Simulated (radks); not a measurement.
Q: The gallium ion Ga8+ is in [Ar] 3d5. Calculated with a radial shooting solver on a logarithmic mesh with Libxc functionals: non-relativistic Kohn-Sham, PBE, spin-polarised, spherical densities, point nucleus. Open shells are filled with parallel spins first. One electron is removed from 3p, 2p, 3s, 3d in turn, with full relaxation. Which removal costs least, and what does each cost?

A: 3d 212.11 eV; 3p 282.22 eV; 3s 328.81 eV; 2p 1326.5 eV. The 3d electron leaves first.
